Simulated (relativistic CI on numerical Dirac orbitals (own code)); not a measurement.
**Ir⁵⁺: 4d photoemission**

Computed with this model: Dirac-Coulomb-Breit CI, separate exchange-only KLI orbitals for each configuration, model QED, multiplet model of photoemission in the sudden approximation, unscaled Slater integrals; configurations [Xe] 4f14 5d4 → [Kr] 4d9 4f14 5s2 5p6 5d4; 300 K; Lorentzian 3.5 eV and Gaussian 0.6 eV FWHM. Energies are those of the free ion, without screening or charge transfer. The energies are binding energies and can lie tens of eV above those of solids. S is read from ⟨S²⟩ = S(S + 1).

free ion: ground-state S = 1.74, centroid 383.37 eV. Peaks (eV, height): 376.4 (100), 393.6 (60).

Strongest unbroadened transitions for free ion:

```
Energy (eV)  Relative strength
     376.41              100.0
     377.62                0.5
     378.31               10.5
     379.76                0.6
     380.00                0.3
     383.98                2.6
     384.17                0.5
     384.51                0.2
     385.58                1.3
     386.09                0.6
     392.96                7.9
     393.63               44.2
     394.48                0.8
     394.79               14.7
     396.06                1.3
     397.11                0.2
     398.22                0.2
     400.92                0.3
```
